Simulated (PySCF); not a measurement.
C⁺: ionisation energy

C⁺ [He] 2s2 2p1 (2P) → C²⁺ [He] 2s2 (1S), as a difference of total energies. All numbers are calculated (PySCF 2.14, the spin-free X2C one-electron Hamiltonian (Gaussian nucleus), in aug-cc-pVQZ-DK). Correlated levels: valence: 1s2 frozen. The calculations carry no spin-orbit coupling.

```
           method  ionisation energy (eV)
              UHF                  24.166
              LDA                  24.767
              PBE                  24.849
             PBE0                  24.831
           r2SCAN                  25.002
             BP86                  24.914
          r2SCANh                  24.988
             PW91                  24.947
            M06-L                  24.927
    MP2 (valence)                  24.412
SCS-MP2 (valence)                  24.373
```

Problem. How much does correlation contribute at MP2 (valence)?

Solution. 24.412 − (24.166) = 0.246 eV, measured against UHF.

A first-order spin-orbit estimate (lowest level to lowest level, LS coupling) adds 0.005 eV.

Errors of the correlated levels include the incompleteness of this basis and the frozen core.

For comparison: 24.383 eV (measured; NIST Atomic Spectra Database, ionization energies).
